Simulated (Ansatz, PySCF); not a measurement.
Molecule: CH$_{3}$BF, net charge 0, doublet state. It need not be the lowest isomer of its formula. SMILES: C[B]F
Coordinates optimised at B3LYP-D3(BJ)/def2-TZVP (Ansatz, an electronic-structure program):
```xyz
6

B     -0.0270    -0.0751     0.5693
F      1.1647    -0.5005     0.2111
C     -1.0695     0.4853    -0.4436
H     -2.0969     0.3865    -0.0967
H     -0.9635     0.0231    -1.4307
H     -0.8695     1.5583    -0.5570
```
Charge 0, spin multiplicity 2.

Property: atomisation energy (electronic, to ground-state atoms), in kcal/mol. Cores are frozen in the correlated levels unless marked. UHF or UKS for open shells. Spin-orbit coupling is left out. No relativistic terms. The coupled-cluster limit lacks core correlation, which all-electron functionals hold. CBS(X,Y): correlation extrapolated as X^-3; Hartree-Fock from the larger set. The bracket is a focal-point correction in the basis named.

```
level                                                     program  atomisation energy (kcal/mol)
-------------------------------------------------  --------------  -----------------------------
PBE/def2-TZVPD                                             Ansatz                          555.7
M06-L/def2-TZVPD                                            PySCF                            [?]
r2SCAN-D4/def2-TZVPD                               Ansatz + dftd4                          550.5
PBE0-D3(BJ)/def2-TZVPD                             Ansatz + dftd3                          547.8
TPSSh-D3(BJ)/def2-TZVPD                             PySCF + dftd3                          546.8
LC-wPBE-D4/def2-TZVPD                              Ansatz + dftd4                          548.8
RI-MP2/CBS(cc-pVTZ,cc-pVQZ)+[CCSD(T)-MP2]/cc-pVTZ          Ansatz                          540.6
```

### Question
Complete the blanks.

### Answer

- M06-L/def2-TZVPD, atomisation energy (kcal/mol): 544.1
